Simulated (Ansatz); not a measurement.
`[CH3][GeH3]`. The species carries charge 0 and has multiplicity 1.

```xyz
8

C     0.2661    0.4047    0.9157
Ge   -0.2355   -0.3583   -0.8105
H     1.3386    0.5995    0.9460
H    -0.2633    1.3434    1.0826
H     0.0144   -0.2852    1.7217
H     0.1231    0.6116   -1.9508
H    -1.7499   -0.6297   -0.8579
H     0.5066   -1.6860   -1.0467
```

(1) What are the harmonic wavenumbers in cm⁻¹ at PBE0-D4/def2-TZVP (Ansatz, finite differences of forces, unscaled)? (An estimate is asked.)

(2) Is this a minimum?

(3) Give the ideal-gas thermochemistry at 298.15 K and 1 bar (rigid rotor, harmonic oscillator; point group C3v, symmetry number 3).

Answers

(1) The calculation gave: 162, 490, 490, 610, 842, 846, 846, 900, 900, 1267, 1458, 1458, 2148, 2148, 2148, 3067, 3159, 3159.

(2) Yes, all 18 modes are real.

(3) Zero-point energy 156.1 kJ/mol; H(298) − E = 170.1 kJ/mol; entropy 269.4 J/(mol·K), of which translation 165.1, rotation 82.6, vibration 21.7; G(298) − E = 89.8 kJ/mol.
